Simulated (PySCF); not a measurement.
Si(iPr)Cl3, C₃H₇Cl₃Si.
Bonds: Si1–C2, Si1–Cl12, Si1–Cl13, Si1–Cl14, C2–C3, C2–C4. Hydrogens: H5 on C2; H6, H7, H8 on C3; H9, H10, H11 on C4.

A GFN2-xTB structure was refined with PBE0-D3(BJ)/def2-SVP geometry optimisation, gas phase in PySCF 2.14.0. Its GFN2-xTB values:

```
    coordinate  GFN2-xTB
        Si1–C2   1.902 Å
      Si1–Cl12   1.982 Å
      Si1–Cl13   2.196 Å
         C2–C3   1.496 Å
         C2–H5   1.087 Å
         C3–H6   1.129 Å
     Si1–C2–C3    108.7°
   C2–Si1–Cl12    112.6°
      C3–C2–C4    108.8°
 Cl12–Si1–Cl13    108.5°
Cl12–Si1–C2–C3      -60°
```

Q: How do these coordinates change at the PBE0-D3(BJ)/def2-SVP level?

A: 
```
    coordinate  PBE0-D3(BJ)/def2-SVP (Å or °)  change
      Si1–Cl13                          2.056  -0.140
      Si1–Cl12                          2.054  +0.072
        Si1–C2                          1.868  -0.034
         C2–C3                          1.529  +0.033
         C3–H6                          1.100  -0.029
         C2–H5                          1.107  +0.020
      C3–C2–C4                          112.6    +3.8
     Si1–C2–C3                          111.0    +2.3
   C2–Si1–Cl12                          110.6    -2.0
 Cl12–Si1–Cl13                          108.0    -0.5
Cl12–Si1–C2–C3                            -56      +4
```

The energy falls by 74.8 kJ/mol over 5 energy and gradient evaluations, the largest force component goes from 0.1147 to 4.3e-04 Eh/bohr, and the atoms move by 0.065 Å rms after alignment. The bond that changes most is Si1–Cl13 (ends: silicon bonded to C and 3 Cl; chlorine bonded to Si), which shortens by 0.140 Å. Bonds longer at the end by more than 0.005 Å: 6 of 13; shorter: 6. Rotational constants go from 1160, 1024, 901.7 to 1157, 1026, 913.7 MHz.

The run used 149 basis functions and 34 SCF cycles in all. Hardware: one thread of an Arm Neoverse V1 (shared host). Cost: 58 s, 0.59 GiB resident at most.

No frequency check.
